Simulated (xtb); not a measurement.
C₂H₉AlO₄Si, charge -1, doublet, from a rough starting geometry (GFN-xTB shapes and energies of metal compounds can be far from the true ones) (a state made from the parent by changing its charge; the spin is typed, not shown lowest); GFN2-xTB (xtb 6.7.1).

xtb was given this input:
```
$ xtb mol.xyz --gfn 2 --chrg -1 --uhf 1 --opt vtight --json

# file mol.xyz
17

Al    -0.02862634     0.98526499     0.65825587
C      1.17266629     2.40901712    -0.08675850
H      2.25500732     2.09693491     0.17089207
H      1.05381152     3.37609831     0.44822748
H      1.06777623     2.52529552    -1.12407483
C     -1.27753414     1.13847138     2.19368921
H     -2.00328232     0.24718945     2.20962961
H     -1.80796044     1.97192972     2.19679841
H     -0.75950683     1.10116052     3.15188653
O     -0.01528030    -0.46476054    -0.16711912
Si     0.07392398    -1.75026518    -1.06320923
O      1.21233991    -2.79849427    -0.38882904
O      0.34654150    -1.49453654    -2.59447925
O     -1.33568367    -2.63253837    -1.06634563
H      0.97028029    -3.59541138    -0.04613322
H      1.23670011    -0.94342578    -2.82040761
H     -2.06899967    -2.24025668    -1.45484096
```

What does xtb print? Leave out banner, timings and long lists.


```
   ID    Z sym.   atoms
    1   13 Al     1
    2    6 C      2, 6
    3    1 H      3-5, 7-9, 15-17
    4    8 O      10, 12-14
    5   14 Si     11

           -------------------------------------------------
          |                Calculation Setup                |
           -------------------------------------------------

           -------------------------------------------------
          |                 G F N 2 - x T B                 |
           -------------------------------------------------

          ...................................................
          :                      SETUP                      :
          :.................................................:
          :  # basis functions                  53          :
          :  # atomic orbitals                  51          :
          :  # shells                           27          :
          :  # electrons                        49          :
          :  max. iterations                   250          :
          :  Hamiltonian                  GFN2-xTB          :
          :  restarted?                      false          :
          :  GBSA solvation                  false          :
          :  PC potential                    false          :
          :  electronic temp.          300.0000000     K    :
          :  accuracy                    1.0000000          :
          :  -> integral cutoff          0.2500000E+02      :
          :  -> integral neglect         0.1000000E-07      :
          :  -> SCF convergence          0.1000000E-05 Eh   :
          :  -> wf. convergence          0.1000000E-03 e    :
          :  Broyden damping             0.4000000          :
          :  net charge                         -1          :
          :  unpaired electrons                  1          :
          ...................................................

 iter      E             dE          RMSdq      gap      omega  full diag
   1    -28.4251108 -0.284251E+02  0.843E+00    0.54       0.0  T
   2    -28.5004017 -0.752910E-01  0.654E+00    1.07       1.0  T
   3    -28.5148670 -0.144652E-01  0.342E+00    1.40       1.0  T
   4    -28.5144367  0.430211E-03  0.101E+00    1.70       1.0  T
   5    -28.5183902 -0.395344E-02  0.483E-01    1.78       1.0  T
   6    -28.5200903 -0.170007E-02  0.305E-01    1.72       1.0  T
   7    -28.5202243 -0.134059E-03  0.148E-01    1.72       1.0  T
   8    -28.5202218  0.247828E-05  0.109E-01    1.72       1.0  T
   9    -28.5202495 -0.276480E-04  0.426E-02    1.72       1.0  T
  10    -28.5202516 -0.208670E-05  0.117E-02    1.73       2.1  T
  11    -28.5202521 -0.535652E-06  0.386E-03    1.73       6.3  T
  12    -28.5202521 -0.200048E-07  0.157E-03    1.73      15.4  T
  13    -28.5202521 -0.538496E-08  0.404E-04    1.73      60.0  T
  14    -28.5202521 -0.547839E-09  0.211E-04    1.73     114.9  T

   *** convergence criteria satisfied after 14 iterations ***

         :::::::::::::::::::::::::::::::::::::::::::::::::::::
         ::                     SUMMARY                     ::
         :::::::::::::::::::::::::::::::::::::::::::::::::::::
         :: total energy             -28.255586732231 Eh    ::
         :: gradient norm              0.227438033892 Eh/a0 ::
         :: HOMO-LUMO gap              1.730385790202 eV    ::
         ::.................................................::
         :: SCC energy               -28.520193447035 Eh    ::
         :: -> isotropic ES            0.245319165845 Eh    ::
         :: -> anisotropic ES          0.003295010145 Eh    ::
         :: -> anisotropic XC         -0.002866508425 Eh    ::
         :: -> dispersion             -0.011269968198 Eh    ::
         :: repulsion energy           0.264606714805 Eh    ::
         :: add. restraining           0.000000000000 Eh    ::
         :: total charge              -1.000000000000 e     ::
         :::::::::::::::::::::::::::::::::::::::::::::::::::::

[...]
 * total energy  :   -28.3084190 Eh     change       -0.1174453E-06 Eh
 * total energy  :   -28.3084192 Eh     change       -0.1164972E-06 Eh
 * total energy  :   -28.3084193 Eh     change       -0.1155565E-06 Eh
 * total energy  :   -28.3084194 Eh     change       -0.1146335E-06 Eh
 * total energy  :   -28.3084195 Eh     change       -0.1137046E-06 Eh
 * total energy  :   -28.3084196 Eh     change       -0.1127690E-06 Eh
 * total energy  :   -28.3084197 Eh     change       -0.1118097E-06 Eh
 * total energy  :   -28.3084198 Eh     change       -0.1108203E-06 Eh
 * total energy  :   -28.3084200 Eh     change       -0.1097946E-06 Eh
 * total energy  :   -28.3084201 Eh     change       -0.1087442E-06 Eh
 * total energy  :   -28.3084202 Eh     change       -0.1076656E-06 Eh
 * total energy  :   -28.3084203 Eh     change       -0.9980687E-07 Eh
   *** GEOMETRY OPTIMIZATION CONVERGED AFTER 260 ITERATIONS ***
         :: total energy             -28.308420267428 Eh    ::
[...]
        36                          0.3121354               8.4936
       ...                                ...                  ...
        51                          1.1188252              30.4448
      -------------------------------------------------------------
                  HL-Gap            0.1232682 Eh            3.3543 eV
             Fermi-level           -0.0540482 Eh           -1.4707 eV

     #   Z          covCN         q      C6AA      α(0)
     1  13 Al       2.405     0.097   106.191    21.476
     2   6 C        3.580    -0.197    25.236     7.293
     3   1 H        0.923    -0.043     3.927     3.099
     4   1 H        0.923    -0.046     4.004     3.129
     5   1 H        0.923    -0.030     3.634     2.981
     6   6 C        3.581    -0.196    25.201     7.287
     7   1 H        0.923    -0.030     3.644     2.985
     8   1 H        0.923    -0.048     4.033     3.141
     9   1 H        0.923    -0.041     3.871     3.077
    10   8 O        1.502    -0.478    22.562     6.405
    11  14 Si       3.166     0.697   139.335    25.062
    12   8 O        1.575    -0.513    23.223     6.503
    13   8 O        1.575    -0.516    23.294     6.513
    14   8 O        1.575    -0.528    23.564     6.550
    15   1 H        0.816     0.282     0.777     1.384
    16   1 H        0.821     0.298     0.723     1.334
    17   1 H        0.818     0.293     0.741     1.351

 Mol. C6AA /au·bohr⁶  :       4176.444658
 Mol. C8AA /au·bohr⁸  :     147182.507991
 Mol. α(0) /au        :        109.571062

Wiberg/Mayer (AO) data.
largest (>0.10) Wiberg bond orders for each atom

 ---------------------------------------------------------------------------
     #   Z sym  total        # sym  WBO       # sym  WBO       # sym  WBO
 ---------------------------------------------------------------------------
     1  13 Al   2.935 --    10 O    0.908     6 C    0.869     2 C    0.867
     2   6 C    3.798 --     4 H    0.966     3 H    0.957     5 H    0.950
                             1 Al   0.867
     3   1 H    0.998 --     2 C    0.957
     4   1 H    0.998 --     2 C    0.966
     5   1 H    0.999 --     2 C    0.950
     6   6 C    3.800 --     8 H    0.965     9 H    0.957     7 H    0.950
                             1 Al   0.869
     7   1 H    0.999 --     6 C    0.950
     8   1 H    0.997 --     6 C    0.965
     9   1 H    0.998 --     6 C    0.957
    10   8 O    2.306 --    11 Si   1.234     1 Al   0.908
    11  14 Si   4.412 --    10 O    1.234    13 O    1.048    12 O    1.038
                            14 O    1.028
    12   8 O    2.086 --    11 Si   1.038    15 H    0.913
    13   8 O    2.091 --    11 Si   1.048    16 H    0.902
    14   8 O    2.076 --    11 Si   1.028    17 H    0.906
    15   1 H    0.921 --    12 O    0.913
    16   1 H    0.911 --    13 O    0.902
    17   1 H    0.914 --    14 O    0.906
 ---------------------------------------------------------------------------

Topologies differ in total number of bonds
Writing topology from bond orders to xtbtopo.mol

molecular dipole:
                 x           y           z       tot (Debye)
 q only:       -0.282      -0.085       0.049
   full:       -0.708       0.279      -0.230       2.021
molecular quadrupole (traceless):
                xx          xy          yy          xz          yz          zz
 q only:        5.426       1.494      -8.273       5.617     -13.341       2.847
  q+dip:        7.547       2.016      -7.160       2.925     -16.649      -0.387
   full:        6.784       2.156      -5.309       2.059     -15.858      -1.475

optimized geometry written to: xtbopt.xyz

           -------------------------------------------------
          | TOTAL ENERGY              -28.308420267428 Eh   |
          | GRADIENT NORM               0.000055409779 Eh/α |
          | HOMO-LUMO GAP               3.354297484561 eV   |
           -------------------------------------------------

normal termination of xtb
```
